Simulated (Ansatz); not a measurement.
Basis-set extrapolation for CH₅AlBFOS (`BC[O][Al]([F])[SH]`) (PBE0-D4/def2-TZVP geometry, frozen core, the Gaussian-basis code of Ansatz). Multiplicity 1, RHF reference.

```tsv
	def2-TZVPP	def2-QZVPP
HF	-879.494333	-879.524641
MP2 correlation	-1.000662	-1.083772
CCSD(T) correlation	-1.084192	not run
```

Energies in hartree. Use E(X) = E(∞) + A·exp(−7.88·√X) for Hartree–Fock and E(X) = E(∞) + B·X^(−2.97) for correlation, with X = 3 and 4, and add CCSD(T) minus MP2 of the smaller set to the MP2 limit.

Task: What is the CCSD(T) energy at the basis-set limit?

Result: HF limit: -879.524641 + (-0.030308) × 0.13774 = -879.52882. MP2 limit: -1.083772 + (-0.083110) × 0.74074 = -1.14533. Higher-order term: -1.084192 − (-1.000662) = -0.08353. Total: -880.75768 hartree, 470.4 kJ/mol below CCSD(T)/def2-TZVPP.
